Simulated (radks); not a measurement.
Valence configurations of the scandium ion Sc+ (all share [Ar]). Calculated with a radial shooting solver on a logarithmic mesh with Libxc functionals: Dirac Kohn-Sham, BLYP, spin-unpolarised, spherical densities, finite nucleus; open shells are shared between the two j in proportion to 2j + 1; Fermi nuclear charge, rms radius 3.5459 fm. Energies are relative to 3d1 4s1; eigenvalues in eV.

valence,E (eV),e(3d3/2),e(3d5/2),e(4p1/2),e(4p3/2),e(4s1/2)
3d1 4s1,0.000,-9.924,-9.891,-,-,-9.751
4s1 4p1,5.370,-,-,-7.848,-7.796,-11.792
3d1 4s0.5 4p0.5,1.735,-10.456,-10.423,-6.616,-6.575,-10.084
3d2,0.791,-7.013,-6.987,-,-,-
3d1.5 4p0.5,1.823,-8.817,-8.787,-6.177,-6.141,-
4s2,1.441,-,-,-,-,-11.190
3d1 4p1,3.495,-10.976,-10.943,-6.884,-6.842,-
3d0.5 4s1.5,0.377,-11.872,-11.835,-,-,-10.450
3d0.5 4s0.5 4p1,4.082,-12.936,-12.898,-7.353,-7.306,-11.078
4s0.5 4p1.5,7.371,-,-,-8.086,-8.033,-12.077

NIST lists [Ar] 3d1 4s1 as the ground configuration; this level of theory agrees among the configurations tried. The energies are those of spherical spin-averaged densities, not of single terms.
